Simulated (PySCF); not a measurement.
**How methods differ on the interval between two levels of B**

B [He] 2s2 2p1 [2P3/2, M_J = 3/2] → B [He] 2s1 2p1 3d1 [4F9/2, M_J = 9/2], as a difference of total energies. Calculation: PySCF 2.14, in x2c-TZVPall-2c with one added diffuse shell each of s, p, d type (6s4p3d1f, 40 functions); the two-component X2C-1e Hamiltonian. Correlated levels: 1s2 frozen. "Screened" scales the spin-orbit matrix elements by Boettger's factors to mimic the two-electron term; Breit and QED terms are absent.

```json
{"method": "GHF (spin-free)", "interval between two levels (cm⁻¹)": "86821"}
{"method": "GMP2 (spin-free)", "interval between two levels (cm⁻¹)": "95691"}
{"method": "GHF (screened spin-orbit)", "interval between two levels (cm⁻¹)": "86824"}
{"method": "GMP2 (screened spin-orbit)", "interval between two levels (cm⁻¹)": "95694"}
```

The labels give the starting determinants; with spin-orbit coupling the two ends relaxed to ⟨J²⟩ = 3.76, ⟨L²⟩ = 2.01, ⟨S²⟩ = 0.75 and ⟨J²⟩ = 24.75, ⟨L²⟩ = 12.00, ⟨S²⟩ = 3.75.

The promoted electron is Rydberg-like, and one or two diffuse shells describe it only roughly, which tends to raise the upper state.
